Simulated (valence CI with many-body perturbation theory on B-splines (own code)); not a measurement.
## Ba³⁵⁺: magnetic and hyperfine properties of the levels

Computed by configuration interaction combined with many-body perturbation theory (CI+MBPT): three valence electrons over a frozen Dirac-Fock core [Ar], radial functions for each j: 7 s, 7 p, 8 d, 6 f, 4 g, 1 h, with the one-electron correlation potential Σ1, the two-electron term Σ2, the three-electron term Σ3, Breit, model QED; selected CI, second order for the rest, scaled by the run's own slope (own B-spline code, finite nucleus).

The last digits are not significant, and no measured levels were compared; by estimate large intervals hold to a few tenths of a per cent, small ones and those within an open d or f shell to about a per cent. Only levels of the ground parity were solved; by the run's estimate the other parity begins above the list, which can be wrong where configurations are misplaced.

A/g_I is the dipole constant over the nuclear g factor μ/I (μ in nuclear magnetons, uniformly magnetised nucleus), B/Q the quadrupole constant per barn. Both hold the static response of the core; the bare values leave it out. Large factors of s and p1/2 electrons are usually good to 5 to 10 %; those of open d and f shells near neutrality can be off by tens of per cent, and small factors of p3/2, d and f electrons come from cancelling terms and can be off by a factor of two or in sign, in half-filled shells by more. B is blank for J = 1/2, where it vanishes, and for nearly pure S terms. Energies count from the lowest level.

Levels are named by their leading jj configuration (3d3/2^4 stands for four electrons in 3d with j = 3/2), which in mixed levels can hold well under half, so a name can repeat and another be missing. Letters in brackets count levels of one name in rising energy.

```
                    Level  E (cm⁻¹)      g  A/g_I (MHz)  A/g_I bare  B/Q (MHz/b)  B/Q bare
          (3d3/2^3) J=3/2         0  0.608        38200       37800       -17700    -18100
(3d3/2^2 3d5/2) J=5/2 [a]    111350  1.042        21600       21700       -10100    -10300
    (3d3/2^2 3d5/2) J=3/2    155390  1.259        17200       17600        -8160     -8310
    (3d3/2^2 3d5/2) J=7/2    159220  1.099        21900       22000         1930      1960
    (3d3/2^2 3d5/2) J=9/2    171310  1.091        23400       23500        19100     19500
    (3d3/2^2 3d5/2) J=1/2    180350  1.929       -17200      -15900                       
(3d3/2^2 3d5/2) J=5/2 [b]    273640  1.443         9550       10100        25200     25700
(3d3/2 3d5/2^2) J=7/2 [a]    280180  1.042        19800       19900         3980      4050
    (3d3/2 3d5/2^2) J=9/2    297050  1.128        18700       18900        11200     11400
(3d3/2 3d5/2^2) J=3/2 [a]    326630  1.150        20300       20500       -22300    -22700
    (3d3/2 3d5/2^2) J=1/2    341270  1.396        -5000       -4400                       
   (3d3/2 3d5/2^2) J=11/2    354490  1.085        20800       20900        47700     48500
(3d3/2 3d5/2^2) J=5/2 [a]    373260  1.160        13700       14000        21700     22100
(3d3/2 3d5/2^2) J=5/2 [b]    392820  1.064        19400       19600         3480      3550
(3d3/2 3d5/2^2) J=7/2 [b]    410270  1.112        20900       21100        10500     10700
          (3d5/2^3) J=9/2    457980  1.117        15900       16100         9010      9180
          (3d5/2^3) J=3/2    471090  1.140        22900       23100        12500     12700
(3d3/2 3d5/2^2) J=3/2 [b]    568970  0.879        26900       26800        19400     19800
          (3d5/2^3) J=5/2    604800  1.149        15800       16100         9360      9530
```

Take the isotope of mass number 137, with I = 3/2, μ = 0.9375 μN and Q = 0.236 b. What is the hyperfine structure of (3d3/2^3) J=3/2?

From the table A = 23900 MHz, B = -4180 MHz. Shifts from the centre of gravity in MHz: F = 0: -94800, F = 1: -66800, F = 2: -14800, F = 3: 52700.
